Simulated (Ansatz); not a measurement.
`NCC1BC1` and `S[SiH2]C1BC1` differ in one atom or group.

Ansatz, PBE0-D4/def2-TZVP geometries, multiplicity 1. Each molecule was computed in one conformer, which needn't be the lowest.

```tsv
property	`NCC1BC1`
HOMO–LUMO gap (PBE0/def2-TZVPP) / eV	5.61
HOMO energy (PBE0/def2-TZVPP) / eV	-6.84
size of the dipole moment (ωB97M-V/def2-TZVPP) / D	1.30
size of the dipole moment (B3LYP/def2-TZVPP) / D	1.31
LUMO energy (B3LYP/def2-TZVPP) / eV	-1.47
HOMO–LUMO gap (ωB97M-V/def2-TZVPP) / eV	9.96
```

Task: Give the same properties after the change, and the shifts. (An estimate is asked.)

Result: Computed: 
| property | `S[SiH2]C1BC1` | shift |
| --- | --- | --- |
| HOMO–LUMO gap (PBE0/def2-TZVPP) / eV | 5.69 | 0.08 |
| HOMO energy (PBE0/def2-TZVPP) / eV | -7.31 | -0.47 |
| size of the dipole moment (ωB97M-V/def2-TZVPP) / D | 1.70 | 0.40 |
| size of the dipole moment (B3LYP/def2-TZVPP) / D | 1.69 | 0.38 |
| LUMO energy (B3LYP/def2-TZVPP) / eV | -1.83 | -0.36 |
| HOMO–LUMO gap (ωB97M-V/def2-TZVPP) / eV | 9.81 | -0.15 |

With PBE0 the HOMO falls by 0.47 eV and the LUMO falls by 0.38 eV, so the gap widens by about 0.09 eV. PBE moves the HOMO by -0.71 eV and ωB97M-V by -0.25 eV. Dipoles are sizes alone; their direction can turn.

B3LYP here is the variant with VWN-RPA as its local correlation; programs differ in this.
